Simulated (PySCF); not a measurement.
**Correlation energy of N⁺ (nitrogen, charge +1)**

[He] 2s2 2p2, high-spin 3P determinant. Calculation: PySCF 2.14, in aug-cc-pVDZ-DK (4s3p2d, 23 functions); the spin-free X2C one-electron Hamiltonian (Gaussian nucleus). Frozen: 1s2; 4 electrons correlated.

MP2 pair energies summed by pair of shells (mhartree):

| pair | energy | share (%) |
| --- | --- | --- |
| 2s-2p | -32.26 | 58.8 |
| 2s-2s | -17.32 | 31.6 |
| 2p-2p | -5.27 | 9.6 |

Total MP2 correlation energy: -54.84 mhartree.

Same-spin part -8.79 and opposite-spin part -46.06 mhartree; SCS-MP2 scales them by 1/3 and 6/5 to -58.20 mhartree.

```csv
level,correlation energy (mhartree)
CCSD,-77.22
(T),-0.87
CCSD(T),-78.09
```

Diagnostics: T1 = 0.0063, D1 = 0.0123, largest double amplitude 0.121.

Cost of the coupled-cluster step: 0.13 s of wall time on 1 thread of Intel(R) Xeon(R) Platinum 8375C CPU @ 2.90GHz (shared host), for 4 correlated electrons.

Iterations:

```
CC2 = 0
CCSD nocc = (np.int64(3), np.int64(1)), nmo = (22, 22)
frozen orbitals [[0], [0]]
max_cycle = 100
direct = 0
conv_tol = 1e-08
conv_tol_normt = 1e-06
diis_space = 8
diis_start_cycle = 0
Init t2, MP2 energy = -0.0548418865784863
Init E_corr(UCCSD) = -0.0548418865829082
cycle = 1  E_corr(UCCSD) = -0.0692520569535245  dE = -0.0144101704  norm(t1,t2) = 0.0428165
cycle = 2  E_corr(UCCSD) = -0.0738634868944456  dE = -0.00461142994  norm(t1,t2) = 0.0189195
cycle = 3  E_corr(UCCSD) = -0.0772803280956705  dE = -0.0034168412  norm(t1,t2) = 0.00935416
cycle = 4  E_corr(UCCSD) = -0.0772037575075635  dE = 7.65705881e-05  norm(t1,t2) = 0.00112491
cycle = 5  E_corr(UCCSD) = -0.0772239244413299  dE = -2.01669338e-05  norm(t1,t2) = 0.000183883
cycle = 6  E_corr(UCCSD) = -0.0772182166098081  dE = 5.70783152e-06  norm(t1,t2) = 2.325e-05
cycle = 7  E_corr(UCCSD) = -0.0772204017225528  dE = -2.18511274e-06  norm(t1,t2) = 5.84567e-06
cycle = 8  E_corr(UCCSD) = -0.0772200545756205  dE = 3.47146932e-07  norm(t1,t2) = 1.56668e-06
cycle = 9  E_corr(UCCSD) = -0.0772199764188972  dE = 7.81567233e-08  norm(t1,t2) = 3.34128e-07
cycle = 10  E_corr(UCCSD) = -0.0772199979655077  dE = -2.15466105e-08  norm(t1,t2) = 6.69031e-08
cycle = 11  E_corr(UCCSD) = -0.0772199975092035  dE = 4.56304244e-10  norm(t1,t2) = 2.13458e-08
UCCSD converged
E(UCCSD) = -53.98791497165631  E_corr = -0.07721999750920346
UCCSD(T) correction = -0.000869948910925459
```
